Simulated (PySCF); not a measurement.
Si(F)(Cl)2(OH) (Cl2FHOSi), SMILES Cl[Si](F)(O)Cl. The structure is a stationary point at B3LYP-D3(BJ)/def2-SVP. One conformer was computed; it need not be the lowest.

Computed equilibrium geometry at B3LYP-D3(BJ)/def2-SVP (PySCF confirms it by a frequency run) as Cartesian coordinates in Å (one conformer of several):
```xyz
6

O     -1.5712    -0.8520    -0.5040
Si    -0.2439    -0.1672     0.1576
F     -0.2324    -0.3650     1.7558
Cl     1.3899    -1.0957    -0.6195
Cl    -0.1839     1.8526    -0.1811
H     -2.4256    -0.4243    -0.3660
```
